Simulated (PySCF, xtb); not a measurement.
As₂BFH₄, SMILES FB([AsH2])[AsH2].

Harmonic wavenumbers (cm⁻¹) from xtb with GFN2-xTB at its own minimum, in rising order: 100, 107, 148, 230, 262, 299, 564, 608, 694, 700, 750, 995, 1002, 1163, 1861, 1874, 1897, 1899.

Task: What does PySCF with B3LYP-D3(BJ)/def2-SVP give at its own minimum? (The exact figures need the calculation; the answer reports its results.)

Result: 114, 131, 164, 242, 317, 330, 546, 593, 685, 688, 828, 990, 997, 1288, 2185, 2188, 2203, 2208. Paired by order, the mean absolute difference is 93 cm⁻¹ and the zero-point energies are 21.7 and 23.9 kcal/mol.
